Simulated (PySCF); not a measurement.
## H₂TeO: breathing scan

Level of theory: PySCF, PBE0, basis Te def2-TZVP with ECP28, O def2-TZVP, H def2-TZVP (scalar-relativistic core potentials, no spin–orbit coupling, density fitting).

Rigid scan from the singlet minimum (Te–H 1.700 Å (×2), Te–O 1.802 Å; H–Te–H 86.4°, H–Te–O 103.8° (×2)). Coordinate: all bonds to the central atom scaled together. Energies in kJ/mol from the minimum.

```json
{"scale of all bonds to the centre": "0.88", "E (kJ/mol)": "218.5", "dipole size (D)": "3.45"}
{"scale of all bonds to the centre": "0.92", "E (kJ/mol)": "85.3", "dipole size (D)": "3.72"}
{"scale of all bonds to the centre": "0.96", "E (kJ/mol)": "18.8", "dipole size (D)": "3.96"}
{"scale of all bonds to the centre": "1.00", "E (kJ/mol)": "0.0", "dipole size (D)": "4.18"}
{"scale of all bonds to the centre": "1.04", "E (kJ/mol)": "14.8", "dipole size (D)": "4.37"}
{"scale of all bonds to the centre": "1.08", "E (kJ/mol)": "53.0", "dipole size (D)": "4.53"}
{"scale of all bonds to the centre": "1.14", "E (kJ/mol)": "138.1", "dipole size (D)": "4.74"}
{"scale of all bonds to the centre": "1.22", "E (kJ/mol)": "278.1", "dipole size (D)": "4.93"}
{"scale of all bonds to the centre": "1.35", "E (kJ/mol)": "518.7", "dipole size (D)": "5.07"}
```

At long bonds a restricted determinant can lie too high, and another spin state can fall below this curve.

The scan took 9.1 s on 2 threads of a shared Arm Neoverse V2 host; the process peaked at 1 GiB.
